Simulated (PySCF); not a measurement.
## Working out the ionisation energy of Si⁺

Si⁺ [Ne] 3s2 3p1 (2P) → Si²⁺ [Ne] 3s2 (1S). Calculation: PySCF 2.14, in def2-TZVP (5s5p2d1f, 37 functions); no relativity, point nucleus. Frozen: [Ne]. Energies in hartree (1 hartree = 27.21139 eV):

```json
{"part": "UHF", "Si⁺ (lower)": "-288.570014", "Si²⁺ (upper)": "-287.988004"}
{"part": "CCSD correlation", "Si⁺ (lower)": "-0.057840", "Si²⁺ (upper)": "-0.044729"}
{"part": "(T)", "Si⁺ (lower)": "-0.001051", "Si²⁺ (upper)": "0.000000"}
```

Problem. What does Hartree-Fock give?

Solution. (-287.988004) − (-288.570014) = 0.582010 hartree = 15.837 eV.

Problem. What do CCSD and CCSD(T) give?

Solution. The CCSD correlation energies differ by 0.013111 hartree = 0.357 eV and the triples by 0.001051 hartree = 0.029 eV, so CCSD gives 16.194 eV and CCSD(T) 16.223 eV.

Measured between the centres of the two terms (NIST): 16.322 eV, so CCSD(T) (valence) is off by -0.099 eV.

What remains against the reference includes basis incompleteness, the frozen core and higher excitations.
